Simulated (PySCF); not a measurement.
A structure optimised at PBE0-D3(BJ)/def2-TZVP, used in a PySCF frequency run:

```xyz
3

In     0.0000     0.0000     0.2753
F      0.0000    -1.6669    -0.7495
F      0.0000     1.6669    -0.7495
```
Charge 0, spin multiplicity 2.

Write its SMILES, formula and point group.

[F][In][F], F2In, C2v

What are its rotational constants (standard atomic weights)?

16.856, 4.7866, 3.7280 GHz
